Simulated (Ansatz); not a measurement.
Program: Ansatz. Geometries: PBE0-D4/def2-TZVP. ΔE: electronic, gas phase. CCSD(T)/CBS adds triple-zeta CCSD(T) − MP2 to the extrapolated MP2 energy (def2 sets, frozen cores). DFT in def2-TZVPP. B3LYP here is the variant with VWN-RPA as its local correlation; programs differ in this. For Ge outer-core shells are correlated without core-valence functions, which leaves a few kJ/mol of doubt a bond. Scalar relativity is left out up to krypton. Each species was taken in one conformer, which may not be the lowest.

`Cl[SiH2][S][GeH3]` + `O[SiH](F)S` → `O[SiH](F)S[SiH2]Cl` + `[SH][GeH3]`  (ligand exchange at the Si–S bond)

`Cl[SiH2][S][GeH3]`:

Cartesian coordinates in Å:
```
Cl 2.039 -2.795 -0.244
Si 0.500 -1.449 -0.118
S 1.265 0.350 0.701
Ge -0.517 1.589 0.175
H -0.549 -2.038 0.744
H -0.038 -1.222 -1.482
H -0.562 2.725 1.201
H -0.364 2.131 -1.252
H -1.775 0.709 0.274
```

`O[SiH](F)S`:

Cartesian coordinates in Å:
```
O -0.057 -0.950 1.365
Si 0.199 0.248 0.299
F -0.960 1.341 0.330
S 0.240 -0.573 -1.660
H -0.761 -1.579 1.189
H 1.439 0.921 0.715
H -0.100 0.592 -2.238
```

`O[SiH](F)S[SiH2]Cl`:

Cartesian coordinates in Å:
```
O 0.518 1.513 2.275
Si 0.537 0.303 1.195
F -0.636 -0.742 1.466
S 0.243 1.118 -0.751
Si -0.541 -0.586 -1.759
Cl 0.731 -2.190 -1.625
H -0.173 2.176 2.222
H 1.816 -0.400 1.355
H -0.652 -0.185 -3.177
H -1.842 -1.005 -1.201
```

`[SH][GeH3]`:

Z-matrix (Å, degrees):
```
Ge
S 1 2.224
H 1 1.536 2 110.4
H 1 1.533 2 104.8 3 119.2
H 1 1.536 2 110.4 3 -121.7
H 2 1.343 1 94.6 3 60.6
```

| level | ΔE (eV) |
| --- | --- |
| B3LYP-D4 | -0.05 |
| B2PLYP | -0.01 |
| PBE | -0.01 |
| CCSD(T)/def2-TZVPP | -0.01 |

(1) What does CCSD(T)/CBS give? (An estimate is asked.)

Largest T1 diagnostic among the species: 0.012.

## Answers

(1) The calculation gave: 0.00 eV. The listed levels differ from it by -0.05, -0.01, -0.01, -0.01 eV.

The D4 term adds −0.03 eV with B3LYP and −0.02 eV with PBE0; it sums over pairs of atoms, weighted by their polarisabilities, and B3LYP, whose exchange is more repulsive, gets the larger term.
